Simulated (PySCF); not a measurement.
Te: excitation energy

Te [Kr] 4d10 5s2 5p4 (3P) → Te [Kr] 4d10 5s1 5p4 6s1 (5P), as a difference of total energies. Calculation: PySCF 2.14, in aug-cc-pVTZ-DK3 (8s7p5d2f, 68 functions); scalar relativity by spin-free X2C-1e. Correlated levels: valence: [Kr] 4d10 frozen. The calculations carry no spin-orbit coupling.

```csv
method,excitation energy (cm⁻¹)
UHF,112880
LDA,121970
PBE,119620
PBE0,119940
r2SCAN,119310
PW91,120020
BP86,120070
MN15,119940
M06-L,122310
MP2 (valence),113950
SCS-MP2 (valence),115150
```

A first-order spin-orbit estimate (lowest level to lowest level, LS coupling) adds -0.049 eV.

The upper state lies above the first ionisation limit, where it may autoionise and the basis confines it. A Rydberg-like electron needs more diffuse functions than a valence basis has.

The promoted electron is Rydberg-like, and one or two diffuse shells describe it only roughly, which tends to raise the upper state.
